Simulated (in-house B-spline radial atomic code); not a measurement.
Orbital energies and mean radii along the 29-electron series, configuration [Ar] 3d10 4s1. The effective charge is n√(-2ε), a non-relativistic measure. Computed with a radial B-spline atomic code at the basis-set limit: non-relativistic Hartree-Fock, average of the configuration, point nuclei.

This level leaves out relativity, spin-orbit splitting included, which matters for heavy ions.

```csv
ion,Z,energy of 3s (Eh),mean radius of 3s (bohr),energy of 4s (Eh),mean radius of 4s (bohr),energy of 2p (Eh),mean radius of 2p (bohr),energy of 3p (Eh),mean radius of 3p (bohr),effective charge of 3s
Rb8+,37,-16.887,0.51652,-5.4123,1.2837,-72.815,0.15688,-14.237,0.51827,17.435
Sr9+,38,-18.944,0.49785,-6.3739,1.2096,-78.668,0.15221,-16.165,0.49773,18.466
Zr11+,40,-23.408,0.46411,-8.494,1.0868,-91.145,0.14364,-20.37,0.46107,20.527
Nb12+,41,-25.814,0.44884,-9.6516,1.0351,-97.768,0.1397,-22.645,0.44466,21.556
Mo13+,42,-28.334,0.43452,-10.874,0.98856,-104.65,0.13597,-25.034,0.42936,22.583
Tc14+,43,-30.968,0.42106,-12.16,0.94632,-111.78,0.13243,-27.537,0.41508,23.61
Ru15+,44,-33.717,0.4084,-13.511,0.90778,-119.16,0.12907,-30.154,0.40171,24.635
Rh16+,45,-36.579,0.39646,-14.926,0.87246,-126.8,0.12587,-32.883,0.38917,25.66
Pd17+,46,-39.554,0.38519,-16.404,0.83995,-134.69,0.12282,-35.726,0.37738,26.683
Ag18+,47,-42.642,0.37454,-17.946,0.80991,-142.84,0.11992,-38.682,0.36629,27.705
Cd19+,48,-45.843,0.36445,-19.552,0.78205,-151.24,0.11715,-41.75,0.35583,28.726
In20+,49,-49.157,0.35489,-21.221,0.75614,-159.89,0.1145,-44.93,0.34595,29.746
Sn21+,50,-52.583,0.34581,-22.954,0.73196,-168.79,0.11197,-48.223,0.3366,30.765
```

Question: How does the screening of 3s change?

Answer: Z less the effective charge goes from 19.57 at Z = 37 to 19.23 at Z = 50.
